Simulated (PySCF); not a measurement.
Simulation results for AlBH2N

All values are calculated (PySCF 2.14.0). Calculation on a computer-drawn molecule: vertical ionisation energy to the stated ion spin, frozen-core CCSD(T) at the basis limit and cheaper methods, single-reference cases, UHF for radicals, no spin-orbit; all values are single points at the evaluated structure, the first of each entry, which is the reference or a displaced copy of it and isn't optimised; the reference structure only sets the zero of the energies above reference; triples share is (T) over the correlation energy.

Common to all runs: charge 1; multiplicity 1; ion multiplicity 2; diffuse functions no; basis cc-pV(n+d)Z; reference is the Hartree-Fock double-zeta minimum; best is HF at quadruple zeta + MP2 correlation extrapolated from triple and quadruple zeta + CCSD(T) minus MP2 at triple zeta; basis step is the size of the change from the same recipe one zeta lower.

(1) AlBH2N

Evaluated structure:
```xyz
5
AlBH2N
B     -1.8069    -1.9927    -0.7205
N     -1.1422    -0.9071    -1.0202
Al    -0.5688     0.5250    -1.4011
H     -2.3633    -3.1669    -0.4805
H      0.2613     1.7354    -1.7087
```

Reference structure:
```xyz
5
AlBH2N
B     -1.8637    -2.0399    -0.7602
N     -1.2790    -0.9461    -1.0297
Al    -0.5049     0.5018    -1.3866
H     -2.4026    -3.0476    -0.5121
H      0.2028     1.8255    -1.7129
```

| Quantity | Value |
| --- | --- |
| ionisation energy best | 17.36 eV |
| ionisation energy basis step | 0.02417 eV |
| energy above reference best | 13.03 kcal/mol |
| energy above reference basis step | 0.1099 kcal/mol |
| ionisation energy Koopmans at triple zeta | 17.7 eV |
| ionisation energy EOM CCSD at triple zeta | 17.21 eV |
| total energy HF triple zeta | -322.0219 hartree |
| total energy CCSD(T) triple zeta | -322.3868 hartree |
| total energy best | -322.4341 hartree |
| T1 diagnostic at triple zeta | 0.01535 |
| D1 diagnostic at triple zeta | 0.03333 |
| ion T1 diagnostic at triple zeta | 0.01274 |
| ion D1 diagnostic at triple zeta | 0.02972 |
| ion spin squared at triple zeta | 0.7564 |
| triples share at triple zeta | 0.04298 |
| basis functions triple zeta | 127 |

Drawn bonds:
```tsv
atom	other atom	order
1	2	2
2	3	1
1	4	1
3	5	1
```

Triple zeta:
```tsv
method	ionisation energy (eV)	energy above reference (kcal/mol)
HF	15.48	13.28
PBE	17.36	12.28
r2SCAN	17.24	12.56
B3LYP	17.28	12.92
wB97X	17.15	12.31
MP2	17.42	13.24
CCSD	17.04	12.85
CCSD(T)	17.23	12.74
```

(2) AlBH2N

Evaluated structure:
```xyz
5
AlBH2N
B     -1.8229    -2.1391    -0.7429
N     -1.2341    -0.9968    -1.0346
Al    -0.4485     0.5286    -1.3658
H     -2.3456    -3.1058    -0.5859
H      0.2496     1.9033    -1.6858
```

Reference structure:
```xyz
5
AlBH2N
B     -1.8637    -2.0399    -0.7602
N     -1.2790    -0.9461    -1.0297
Al    -0.5049     0.5018    -1.3866
H     -2.4026    -3.0476    -0.5121
H      0.2028     1.8255    -1.7129
```

| Property | Result |
| --- | --- |
| ionisation energy best | 16.68 eV |
| ionisation energy basis step | 0.023 eV |
| energy above reference best | 4.114 kcal/mol |
| energy above reference basis step | 0.5943 kcal/mol |
| ionisation energy Koopmans at triple zeta | 16.97 eV |
| ionisation energy EOM CCSD at triple zeta | 16.52 eV |
| total energy HF triple zeta | -322.0325 hartree |
| total energy CCSD(T) triple zeta | -322.4012 hartree |
| total energy best | -322.4483 hartree |
| T1 diagnostic at triple zeta | 0.01615 |
| D1 diagnostic at triple zeta | 0.03509 |
| ion T1 diagnostic at triple zeta | 0.01362 |
| ion D1 diagnostic at triple zeta | 0.03327 |
| ion spin squared at triple zeta | 0.7578 |
| triples share at triple zeta | 0.04497 |
| basis functions triple zeta | 127 |

Drawn bonds:
```tsv
atom	other atom	order
1	2	2
2	3	1
1	4	1
3	5	1
```

Triple zeta:
```tsv
method	ionisation energy (eV)	energy above reference (kcal/mol)
HF	14.73	6.617
PBE	16.74	3.417
r2SCAN	16.55	4.513
B3LYP	16.6	4.579
wB97X	16.44	5.318
MP2	16.76	3.509
CCSD	16.34	4.369
CCSD(T)	16.54	3.699
```

(3) AlBH2N

Evaluated structure:
```xyz
5
AlBH2N
B     -2.0094    -1.9270    -0.7991
N     -1.3526    -0.9954    -1.0517
Al    -0.5372     0.5254    -1.2696
H     -2.3802    -3.0302    -0.4543
H      0.2312     1.8560    -1.6765
```

Reference structure:
```xyz
5
AlBH2N
B     -1.8637    -2.0399    -0.7602
N     -1.2790    -0.9461    -1.0297
Al    -0.5049     0.5018    -1.3866
H     -2.4026    -3.0476    -0.5121
H      0.2028     1.8255    -1.7129
```

| Item | Value |
| --- | --- |
| ionisation energy best | 17.48 eV |
| ionisation energy basis step | 0.03036 eV |
| energy above reference best | 15.63 kcal/mol |
| energy above reference basis step | 0.8516 kcal/mol |
| ionisation energy Koopmans at triple zeta | 17.88 eV |
| ionisation energy EOM CCSD at triple zeta | 17.36 eV |
| total energy HF triple zeta | -322.0185 hartree |
| total energy CCSD(T) triple zeta | -322.3808 hartree |
| total energy best | -322.4299 hartree |
| T1 diagnostic at triple zeta | 0.01307 |
| D1 diagnostic at triple zeta | 0.02648 |
| ion T1 diagnostic at triple zeta | 0.01388 |
| ion D1 diagnostic at triple zeta | 0.03891 |
| ion spin squared at triple zeta | 0.7569 |
| triples share at triple zeta | 0.04083 |
| basis functions triple zeta | 127 |

Drawn bonds:
```tsv
atom	other atom	order
1	2	2
2	3	1
1	4	1
3	5	1
```

Triple zeta:
```tsv
method	ionisation energy (eV)	energy above reference (kcal/mol)
HF	15.65	15.4
PBE	17.38	15.62
r2SCAN	17.33	15.67
B3LYP	17.39	15.3
wB97X	17.28	15.51
MP2	17.54	16.8
CCSD	17.18	16.03
CCSD(T)	17.35	16.48
```

(4) AlBH2N

Evaluated structure:
```xyz
5
AlBH2N
B     -2.0094    -1.9270    -0.7991
N     -1.3526    -0.9954    -1.0517
Al    -0.4406     0.7055    -1.2954
H     -2.3802    -3.0302    -0.4543
H      0.3278     2.0361    -1.7023
```

Reference structure:
```xyz
5
AlBH2N
B     -1.8637    -2.0399    -0.7602
N     -1.2790    -0.9461    -1.0297
Al    -0.5049     0.5018    -1.3866
H     -2.4026    -3.0476    -0.5121
H      0.2028     1.8255    -1.7129
```

| Property | Result |
| --- | --- |
| T1 diagnostic at triple zeta | ? |

Drawn bonds:
```tsv
atom	other atom	order
1	2	2
2	3	1
1	4	1
3	5	1
```

## Withheld values
1. AlBH2N (entry 4): T1 diagnostic at triple zeta?

## Answers
1. 0.01438

Further results for AlBH2N (entry 4):

| Property | Result |
| --- | --- |
| ionisation energy best | 16.69 eV |
| ionisation energy basis step | 0.02643 eV |
| energy above reference best | 31.37 kcal/mol |
| energy above reference basis step | 0.2552 kcal/mol |
| ionisation energy Koopmans at triple zeta | 17.13 eV |
| ionisation energy EOM CCSD at triple zeta | 16.57 eV |
| total energy HF triple zeta | -321.9876 hartree |
| total energy CCSD(T) triple zeta | -322.3562 hartree |
| total energy best | -322.4049 hartree |
| D1 diagnostic at triple zeta | 0.02867 |
| ion T1 diagnostic at triple zeta | 0.01372 |
| ion D1 diagnostic at triple zeta | 0.03133 |
| ion spin squared at triple zeta | 0.7587 |
| triples share at triple zeta | 0.04324 |
| basis functions triple zeta | 127 |

Triple zeta:
```tsv
method	ionisation energy (eV)	energy above reference (kcal/mol)
HF	14.79	34.8
PBE	16.69	29.92
r2SCAN	16.54	31.93
B3LYP	16.59	31.33
wB97X	16.46	32.54
MP2	16.77	32.13
CCSD	16.37	32.21
CCSD(T)	16.55	31.94
```
